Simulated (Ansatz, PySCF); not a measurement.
Donor–acceptor adduct: AlH3 (SMILES [AlH3]) (first 4 atoms) with C2H6O (SMILES COC); geometry from B3LYP-D3(BJ)/def2-TZVP, rigid monomers moved along the line of their centres of mass till Al1···O6 is 1.79 Å.
(charge 0, multiplicity 1):
```xyz
13

Al     0.07527    -0.21232     0.65209
H     -1.44493    -0.37966     0.19925
H      0.73711     1.20981     0.36305
H      1.01513    -1.50009     0.62713
C      0.44081    -0.99644     3.38161
O     -0.13642    -0.10391     2.42161
C     -0.93781     0.93849     2.98968
H     -0.35270    -1.48832     3.94752
H      1.09164    -0.43706     4.05642
H      1.01572    -1.72845     2.82320
H     -1.77098     0.50095     3.54236
H     -1.31404     1.54020     2.16724
H     -0.32493     1.55350     3.65090
```

Interaction energies are E(AB) − E(A) − E(B) at the monomers' geometry in the complex; basis-set methods are counterpoise corrected.

Cores are frozen in the correlated methods.

Programs: Ansatz (an electronic-structure program) with Gaussian orbitals; PySCF for the dispersion terms. 

PBE/def2-TZVPPD gives -19.36 kcal/mol for the interaction energy.

Problem. How do the other levels lie against it? Give each less PBE: PBE-D3(BJ)/def2-TZVPPD, r2SCAN/def2-TZVPPD, B3LYP/def2-TZVPPD, wB97M-V/def2-TZVPPD, MP2/aug-cc-pV(D+d)Z, CCSD(T)/aug-cc-pV(D+d)Z.

Solution. PBE-D3(BJ)/def2-TZVPPD -2.30; r2SCAN/def2-TZVPPD -5.45; B3LYP/def2-TZVPPD -0.14; wB97M-V/def2-TZVPPD -5.39; MP2/aug-cc-pV(D+d)Z -0.51; CCSD(T)/aug-cc-pV(D+d)Z 0.18 kcal/mol. 1 of 6 lie above PBE; the widest gap is to r2SCAN/def2-TZVPPD.
